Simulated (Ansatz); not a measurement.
Stepwise reaction of trichlorosilane with hydrogen fluoride, as a gas-phase model of exchange steps in deposition or etching. ΔE in kJ/mol; ΔG adds harmonic PBE0-D4 terms to CCSD(T)/CBS, at 1 bar.

Gas-phase electronic energies from Ansatz, PBE0-D4/def2-TZVP geometries. CCSD(T)/CBS adds triple-zeta CCSD(T) − MP2 to the extrapolated MP2 energy (def2 sets, frozen cores). This one scheme is used for every species. DFT in def2-TZVPP. B3LYP here is the variant with VWN-RPA as its local correlation; programs differ in this.

```tsv
step	reaction	PBE-D4	B3LYP-D4	ωB97M-V	CCSD(T)/CBS	ΔG(600 K)
1	`Cl[SiH](Cl)Cl` + H–F → `F[SiH](Cl)Cl` + HCl	-39.8	-49.7	-48.6	-45.5	-55.7
3	`F[SiH](F)Cl` + H–F → `F[SiH](F)F` + HCl	-45.0	-55.3	-53.7	-53.5	-52.4
```

(1) Give the row of step 2, `F[SiH](Cl)Cl` + H–F → `F[SiH](F)Cl` + HCl. (Best estimate.)

(2) By hand: ΔE of the 3 steps together at CCSD(T)/CBS.

Answers

(1) Computed: 
```csv
step,reaction,PBE-D4,B3LYP-D4,ωB97M-V,CCSD(T)/CBS,ΔG(600 K)
2,`F[SiH](Cl)Cl` + H–F → `F[SiH](F)Cl` + HCl,-42.5,-52.7,-51.3,-49.7,-54.3
```

(2) (-45.5) + (-49.7) + (-53.5) = -148.7 kJ/mol, or -49.6 kJ/mol a step.

In ΔE each step is lower than the one before. All are downhill at CCSD(T)/CBS. ΔG lies between -55.7 and -52.4 kJ/mol a step. PBE-D4 differs from CCSD(T)/CBS by 5.7 to 8.5 kJ/mol a step. Isolated molecules leave out the surface, adducts and barriers. Largest T1 diagnostic: 0.012.
